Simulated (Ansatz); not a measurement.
`C[Si](N)(F)Cl` + `[NH2][V](=[O])([Cl])[Cl]` → `N[Si](N)(F)Cl` + `[CH3][V](=[O])([Cl])[Cl]`  (redistribution)

Program: Ansatz. Geometries: PBE0-D4/def2-TZVP. ΔE: electronic, gas phase. CCSD(T)/CBS adds triple-zeta CCSD(T) − MP2 to the extrapolated MP2 energy (def2 sets, frozen cores). DFT in def2-TZVPP. For V outer-core shells are correlated without core-valence functions, which leaves a few kJ/mol of doubt a bond. Scalar relativity is left out up to krypton. Each species was taken in one conformer, which may not be the lowest.

Problem. Is it downhill or uphill in electronic energy at CCSD(T)/CBS, and by how much? (Best estimate.)

Solution. Computed: Uphill: ΔE = +28.2 kJ/mol.

Problem. What do these levels give: ωB97M-V, revPBE, r2SCANh, CCSD(T)/def2-TZVPP, HF/def2-QZVPP, MP2/def2-QZVPP? (Estimate.)

Solution. Ansatz gave: ωB97M-V 26.8, revPBE 45.2, r2SCANh 33.5, CCSD(T)/def2-TZVPP 32.2, HF/def2-QZVPP -4.0, MP2/def2-QZVPP 58.3 kJ/mol.

Largest T1 diagnostic among the species: 0.032, so the coupled-cluster value is less sure than usual.

Leaving LDA and LC-ωPBE aside and taking each functional with its dispersion term where it has one, the values, not all of them listed here, spread over 26.6 kJ/mol, from BHLYP-D4 to revPBE-D4. From PBE to PBE0 (25 % exact exchange), in def2-TZVPP and without D4, ΔE moves by −10.8 kJ/mol. In def2-TZVPP, CCSD(T) changes the Hartree–Fock value by +35.0 kJ/mol (the triples alone add +15.0 kJ/mol) and MP2 by +63.9 kJ/mol.
